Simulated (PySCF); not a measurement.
Zn(F)(OH) (FHOZn), SMILES [OH][Zn][F].

Coordinates come from a ωB97X-D3(BJ)/def2-TZVP optimisation. Other conformers were not sampled.

All values below come from PBE0/def2-TZVPD run with PySCF.

The molecule is in vacuum.

```json
{
 "total_energy": "-1954.76785 hartree",
 "point_group": "Cs",
 "highest_occupied_level": "-8.86 eV",
 "lowest_empty_level": "-1.59 eV",
 "orbital_gap": "7.26 eV",
 "dipole_moment": "1.92 D",
 "quadrupole, principal values (traceless, Buckingham form, about the centre of nuclear charge)": "-11.73, 3.80, 7.93 D·Å",
 "mean_static_polarisability": "26.5 bohr³ (3.93 Å³)",
 "polarisability_principal_values": "22.6, 22.8, 34.2 bohr³"
}
```
